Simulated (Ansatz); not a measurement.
`[C-]#[N+]C12CC3C4CC5CC3C(C1)C(C5)C4C2`. Total charge 0; triplet. Geometry PBE-D4/def2-SVP, that of the neutral singlet; atoms count from 1.

Cartesian coordinates in Å:
```
C -4.412 0.253 -1.857
N -3.320 0.191 -1.397
C -2.005 0.115 -0.844
C -1.194 -0.985 -1.568
C 0.218 -1.061 -0.969
C 0.154 -1.405 0.540
C 1.569 -1.484 1.135
C 2.285 -0.131 0.962
C 2.370 0.208 -0.538
C 0.956 0.290 -1.136
C 0.127 1.385 -0.420
C -1.284 1.473 -1.017
C 0.064 1.047 1.090
C 1.479 0.964 1.684
C -0.673 -0.305 1.251
C -2.089 -0.225 0.662
H -1.150 -0.750 -2.652
H -1.721 -1.955 -1.460
H 0.790 -1.855 -1.497
H -0.362 -2.382 0.666
H 1.512 -1.753 2.212
H 2.146 -2.290 0.633
H 3.307 -0.190 1.392
H 2.899 1.175 -0.683
H 2.963 -0.566 -1.073
H 1.021 0.535 -2.219
H 0.635 2.366 -0.551
H -1.877 2.266 -0.514
H -1.242 1.727 -2.096
H -0.517 1.839 1.613
H 1.420 0.743 2.771
H 1.990 1.946 1.582
H -0.747 -0.550 2.333
H -2.688 0.554 1.179
H -2.624 -1.190 0.788
```

Single mean-field runs in def2-TZVP are fitted with def2-universal-jkfit. At PBE0-D4/def2-TZVP a singlet of charge 0 lies 5.75 eV below the triplet at the same geometry.

**Question.** Estimate the Mulliken populations of the heavy atoms from the PBE0/def2-TZVP orbitals of Ansatz.

**Answer.** 
```csv
atom,charge (e),spin (α − β)
C1,-0.10,1.79
N2,-0.02,0.15
C3,0.00,0.02
C4,-0.24,-0.01
C5,-0.03,0.00
C6,-0.06,0.00
C7,-0.25,0.00
C8,0.02,0.00
C9,-0.25,0.00
C10,-0.06,0.00
C11,-0.03,0.01
C12,-0.21,0.02
C13,-0.06,0.00
C14,-0.24,0.00
C15,-0.03,0.00
C16,-0.22,0.02
```
Mulliken values depend strongly on the basis.

**Question.** Where does the spin sit?

**Answer.** Summed by element: C 1.85, N 0.15, H 0.00, of 2 unpaired in all. Largest on single atoms: C1 1.79, N2 0.15, C12 0.02.

**Question.** And the Mayer bond orders between heavy atoms (over 0.3)?

**Answer.** C1–N2 2.18 (1.19 Å); N2–C3 1.08 (1.43 Å); C3–C4 1.00 (1.55 Å); C3–C12 1.00 (1.55 Å); C3–C16 1.00 (1.55 Å); C4–C5 0.98 (1.53 Å); C5–C6 1.00 (1.55 Å); C5–C10 1.00 (1.55 Å); C6–C7 0.99 (1.54 Å); C6–C15 1.00 (1.55 Å); C7–C8 1.04 (1.54 Å); C8–C9 1.04 (1.54 Å); C8–C14 1.04 (1.54 Å); C9–C10 0.99 (1.54 Å); C10–C11 1.00 (1.55 Å); C11–C12 0.96 (1.53 Å); C11–C13 1.00 (1.55 Å); C13–C14 0.99 (1.54 Å); C13–C15 1.00 (1.55 Å); C15–C16 0.96 (1.53 Å).
